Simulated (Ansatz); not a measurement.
Ge(iPr)2Cl2 (C6H14Cl2Ge), 23 atoms. Hardware: 4 threads of Arm Neoverse V1 on a shared host.

Correlated methods freeze 25 core orbitals; core or outer-core shells of Ge are correlated, in sets that lack core-valence functions.

How many basis functions does each of these Ansatz runs have, and roughly what does it cost? MP2/def2-SVP, charge 0 singlet, energy, from earlier orbitals; PBE-D4/def2-TZVP, charge 0 singlet, energy, from earlier orbitals; PBE0-D4/def2-TZVP, charge 1 doublet at the geometry of the charge 0 singlet, energy; B3LYP-D4/def2-TZVP, charge 1 doublet at the geometry of the charge 0 singlet, energy, from earlier orbitals; PBE-D4/def2-TZVP, charge 0 triplet at the geometry of the charge 0 singlet, energy, from earlier orbitals; r2SCAN-D4/def2-TZVP, charge 0 triplet at the geometry of the charge 0 singlet, energy, from earlier orbitals; PBE0-D4/def2-TZVP, charge 0 triplet at the geometry of the charge 0 singlet, energy; PBE-D4/def2-SVP, charge 0 singlet, relaxation, 8 steps; r2SCAN-D4/def2-TZVP, charge 0 singlet, energy, from earlier orbitals; PBE-D4/def2-TZVP, charge 1 doublet at the geometry of the charge 0 singlet, energy, from earlier orbitals; PBE0-D4/def2-SVP, charge 0 singlet, energy, from earlier orbitals; HF/STO-3G, charge 0 singlet, energy.

Other jobs shared the machine, so times can vary by a factor of up to 3. A dash marks memory too small to be measured apart from the calling script's.

| run | functions | fitting or Cholesky vectors | wall time | peak host memory (GiB) |
| --- | --- | --- | --- | --- |
| HF/STO-3G, charge 0 singlet, energy | 80 | 1012 | 0.7 s | – |
| PBE0-D4/def2-SVP, charge 0 singlet, energy, from earlier orbitals | 222 | 2254 | 7.5 s | 0.81 |
| MP2/def2-SVP, charge 0 singlet, energy, from earlier orbitals | 222 | 2254 | 7.5 s | 0.77 |
| PBE-D4/def2-TZVP, charge 0 singlet, energy, from earlier orbitals | 392 | 2566 | 9 s | 0.96 |
| r2SCAN-D4/def2-TZVP, charge 0 singlet, energy, from earlier orbitals | 392 | 2566 | 18 s | 1 |
| PBE-D4/def2-TZVP, charge 1 doublet at the geometry of the charge 0 singlet, energy, from earlier orbitals | 392 | 2566 | 21 s | 1.1 |
| PBE-D4/def2-TZVP, charge 0 triplet at the geometry of the charge 0 singlet, energy, from earlier orbitals | 392 | 2566 | 22 s | 1.1 |
| PBE-D4/def2-SVP, charge 0 singlet, relaxation, 8 steps | 222 | 2501 | 27 s | – |
| B3LYP-D4/def2-TZVP, charge 1 doublet at the geometry of the charge 0 singlet, energy, from earlier orbitals | 392 | 2635 | 35 s | 2.5 |
| PBE0-D4/def2-TZVP, charge 1 doublet at the geometry of the charge 0 singlet, energy | 392 | 2635 | 41 s | 2.5 |
| r2SCAN-D4/def2-TZVP, charge 0 triplet at the geometry of the charge 0 singlet, energy, from earlier orbitals | 392 | 2566 | 45 s | 1.2 |
| PBE0-D4/def2-TZVP, charge 0 triplet at the geometry of the charge 0 singlet, energy | 392 | 2635 | 52 s | 2.5 |
